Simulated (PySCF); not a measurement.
Several species in one continuum solvent.

Level: PBE0/pcSseg-1 in PySCF, non-relativistic, each on one gas-phase PBE0-D3(BJ)/def2-SVP geometry that isn't relaxed in the solvent. The solvent is an IEF-PCM continuum (cavity from Bondi-type radii × 1.2). The model holds no explicit solvent molecules, cavitation or dispersion.

Question: Order them by E(solvent) − E(gas) in tetrahydrofuran (ε = 7.426), most negative first (kJ/mol).
A. `[CH2:1]=[CH:2][C:3](=[CH2:4])[CH2:5][SiH2:6][SiH2:7][SiH3:8]` with C1–C2–C3–C4 178°, C2–C3–C5–Si6 75°, C3–C5–Si6–Si7 33°, C5–Si6–Si7–Si8 -73°
B. `[CH3:1][C:2]#[C:3][SiH2:4][C@@H:5]([SiH3:6])[SiH2:7][CH3:8]` with C3–Si4–C5–Si6 166°, Si4–C5–Si7–C8 63°
C. `[BH2:1][CH2:2][C:3]#[CH:4]` with H–B1–C2–C3 5° and -176°
D. `[CH2:1]=[CH:2][Si:3]([SiH3:4])([SiH3:5])[CH:6]1[CH2:7][CH2:8]1` with C1–C2–Si3–Si4 -9°, C2–Si3–C6–C7 -160°
E. `[CH2:1]=[CH:2][CH:3]1[SiH2:4][CH2:5][SiH2:6][CH2:7][SiH2:8]1` with C1–C2–C3–Si4 120°, C2–C3–Si4–C5 65°, C3–Si4–C5–Si6 57°, Si4–C5–Si6–C7 -53°, C5–Si6–C7–Si8 53°

Answer: C (-12.9), B (-10.9), E (-9.3), A (-7.9), D (-6.8).

```
                         SMILES  charge  ΔE (kJ/mol)  polarisation term (kJ/mol)  HOMO shift (eV)  dipole gas (D)  dipole solvent (D)  atoms
                          BCC#C       0        -12.9                       -14.2            -0.12            0.79                1.09      9
CC#C[SiH2][C@@H]([SiH3])[SiH2]C       0        -10.9                       -12.2            +0.01            2.76                3.38     22
     C=CC1[SiH2]C[SiH2]C[SiH2]1       0         -9.3                       -10.2            +0.06            0.73                1.00     22
    C=CC(=C)C[SiH2][SiH2][SiH3]       0         -7.9                        -8.4            +0.13            0.93                1.13     22
   C=C[Si]([SiH3])([SiH3])C1CC1       0         -6.8                        -7.2            +0.08            1.28                1.53     22
```

The polarisation term is half the interaction of the solute with the induced surface charges.
